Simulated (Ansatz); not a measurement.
`N=C[SiH2][GaH2]`, relaxed with RKS PBE0-D4/def2-TZVP in Ansatz 0.2.0 from a GFN2-xTB geometry. The force threshold is 0.005 eV/Å; the program also tests the step.

Charge 0, multiplicity 1.

Start:

```xyz
10

N     0.890   -0.759    0.413
C    -0.356   -0.907    0.623
Si   -1.340    0.545   -0.217
Ga    0.963    0.982   -0.744
H     1.537   -1.449    0.799
H    -0.727   -1.756    1.201
H    -2.111    1.043    0.943
H    -2.338   -0.222   -0.994
H     1.852    1.986    0.064
H     1.628    0.537   -2.089
```

| step | energy (eV) | largest force (eV/Å) | largest move (Å) |
| --- | --- | --- | --- |
| 1 | -62867.5532 | 0.986 | 0.000 |
| 2 | -62867.6878 | 0.311 | 0.137 |
| 3 | -62867.6993 | 0.114 | 0.030 |
| 4 | -62867.7002 | 0.100 | 0.012 |
| 5 | -62867.7009 | 0.052 | 0.011 |
| 6 | -62867.7010 | 0.015 | 0.003 |
| 7 | -62867.7010 | 0.003 | 0.003 |

End:

```xyz
10

N     0.889   -0.792    0.425
C    -0.356   -0.965    0.670
Si   -1.313    0.475   -0.172
Ga    1.007    0.986   -0.753
H     1.544   -1.475    0.804
H    -0.682   -1.824    1.266
H    -2.100    1.157    0.898
H    -2.313   -0.146   -1.091
H     1.784    2.041    0.116
H     1.541    0.544   -2.164
```

Run time 20 s (4 threads of an AMD EPYC 7R13 on a shared host); peak host memory 0.51 GiB.
